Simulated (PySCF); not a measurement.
```xyz
4
charge 0 multiplicity 1, angstrom
Co    0.0086    0.0000   -0.6026
Br    2.0712   -0.0014    0.1802
Br   -1.0376    1.7965    0.1358
Br   -1.0401   -1.7951    0.1357
```

These are results of PySCF, B3LYP, basis Co def2-SVP, Br def2-SVP (no relativity, density fitting), not measurements.

This geometry of CoBr3 is a stationary point at this level.

Problem. What is the point group?

Solution. C3v.

Problem. Is it a minimum?

Solution. Yes: all harmonic wavenumbers are real.

Problem. List the harmonic modes with their infrared intensities.

Solution. 
```json
{"symmetry": "e", "ω (cm⁻¹)": "70", "IR (km/mol, summed over degenerate members)": "0.3"}
{"symmetry": "a1", "ω (cm⁻¹)": "100", "IR (km/mol, summed over degenerate members)": "2.5"}
{"symmetry": "a1", "ω (cm⁻¹)": "275", "IR (km/mol, summed over degenerate members)": "7.9"}
{"symmetry": "e", "ω (cm⁻¹)": "359", "IR (km/mol, summed over degenerate members)": "65.7"}
```

Problem. What is the atomisation energy, with and without zero-point energy?

Solution. 663 kJ/mol without, 656 kJ/mol with.

In C3v the vibrations span 2e + 2a1.

Stability towards spin polarisation was not tested. Other isomers or separated fragments may lie lower.
